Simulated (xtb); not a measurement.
C2H8N2OSi, SMILES C/C=N\[Si@H](N)O. All values are semi-empirical tight-binding results from xtb (GFN2-xTB unless named), good for trends rather than for accurate numbers. Geometry: GFN2-xTB. The structure was generated by enumeration; whether it is a known compound was not checked. Other conformers were not sampled.

Optimised geometry:

Bonds (Å): C1–C2 1.494, C1–H7 1.085, C1–H8 1.089, C1–H9 1.089, C2–N3 1.247, C2–H10 1.095, N3–Si4 1.723, Si4–N5 1.731, Si4–O6 1.627, Si4–H11 1.465, N5–H12 1.006, N5–H13 1.008, O6–H14 0.952. Angles (°): C2–C1–H7 110.8, C2–C1–H8 109.2, C2–C1–H9 109.6, H7–C1–H8 109.7, H7–C1–H9 109.9, H8–C1–H9 107.7, C1–C2–N3 128.3, C1–C2–H10 114.4, N3–C2–H10 117.3, C2–N3–Si4 136.7, N3–Si4–N5 110.8, N3–Si4–O6 101.6, N3–Si4–H11 120.4, N5–Si4–O6 109.3, N5–Si4–H11 104.0, O6–Si4–H11 110.6, Si4–N5–H12 117.3, Si4–N5–H13 116.3, H12–N5–H13 108.6, Si4–O6–H14 117.7.
Charge 0, spin multiplicity 1.

Estimate the properties. (The exact figures need the calculation; the answer reports its results.)


```yaml
orbital_gap: 3.04 eV
dipole_moment: 1.71 D
zero_point_energy: 66.2 kcal/mol
G − E(el) at 298.15 K (modified RRHO): 45.2 kcal/mol
static polarisability (D4 model): 76.6 bohr³
solvation energy, GFN2-xTB/ALPB(water): -7.5 kcal/mol
solvation energy, GFN2-xTB/ALPB(hexane): -4.5 kcal/mol
```

Give the atomic charges and the Wiberg bond orders between heavy atoms. (The exact figures need the calculation; the answer reports its results.)

charges (e) C1 -0.13, C2 0.09, N3 -0.28, Si4 0.55, N5 -0.43, O6 -0.48, H7 0.05, H8 0.06, H9 0.06, H10 0.04, H11 -0.10, H12 0.14, H13 0.15, H14 0.29. Bond orders C1–C2 1.02, C2–N3 1.95, N3–Si4 1.08, Si4–N5 1.06, Si4–O6 1.13.
